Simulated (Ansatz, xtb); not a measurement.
## C4H10OSi: 8 structures ranked

8 gas-phase structures of C4H10OSi, from a drawn sample of its isomers (lower ones may exist). Each was relaxed with GFN2-xTB; where two conformers were screened, the lower at r2SCAN-D4/def2-SVP is listed:

A. `C=C[C@H](C)O[SiH3]`, a singlet
B. `C/C=C/CO[SiH3]`, a singlet
C. `C=C(C)CO[SiH3]`, a singlet
D. `CC1(C)C[SiH2]O1`, a singlet
E. `C/C=C(\C)O[SiH3]`, a singlet
F. `C[C@@H]1CO[SiH2]C1`, a singlet
G. `C[Si@@H]1CCCO1`, a singlet
H. `O[SiH2]CC1CC1`, a singlet

**Question.** Estimate their order in r2SCAN-D4/def2-SVP energy at these geometries, lowest first.

**Answer.** Calculated order at r2SCAN-D4/def2-SVP: G (0.0), F (40.1), D (80.7), H (97.7), E (122.5), C (148.5), A (150.9), B (151.4) kJ/mol. Less than 1 kcal/mol parts C and A; A and B, so the order within those pairs means little.

Energies above the lowest of each column, in kJ/mol; the last columns are at PBE-D3(BJ)/def2-SVP geometries and were run for some of them only (a dash: not run or not comparable):

| structure | GFN2-xTB | HF/STO-3G | r2SCAN-D4/def2-SVP | PBE-D3(BJ)/def2-SVP | CCSD(T)/def2-SVP + ΔMP2/def2-TZVPP |
| --- | --- | --- | --- | --- | --- |
| G | 34.3 | 0.0 | 0.0 | 0.0 | 0.0 |
| F | 0.0 | 46.9 | 40.1 | 37.2 | 39.2 |
| D | 45.7 | 125.3 | 80.7 | 75.9 | 74.2 |
| H | 80.6 | 233.3 | 97.7 | – | – |
| E | 34.7 | 250.9 | 122.5 | – | – |
| C | 73.3 | 279.6 | 148.5 | – | – |
| A | 78.7 | 290.0 | 150.9 | – | – |
| B | 74.3 | 279.8 | 151.4 | – | – |

CCSD(T)/def2-SVP + ΔMP2/def2-TZVPP puts G lowest of those it was run on; GFN2-xTB picks F. Flexible structures stand in one conformer each, not always the lowest. Frequencies (GFN2-xTB) were run for D, F, G alone. ΔMP2 is the change of the MP2 energy from the smaller to the larger basis.

Over these structures GFN2-xTB departs from r2SCAN-D4/def2-SVP by 31.8 kJ/mol on average once a common shift is removed. A GFN2-xTB relaxation took about 0.12 s and the r2SCAN-D4/def2-SVP energy about 3 s on a shared host (Ansatz 0.2.0, xtb 6.7.1).
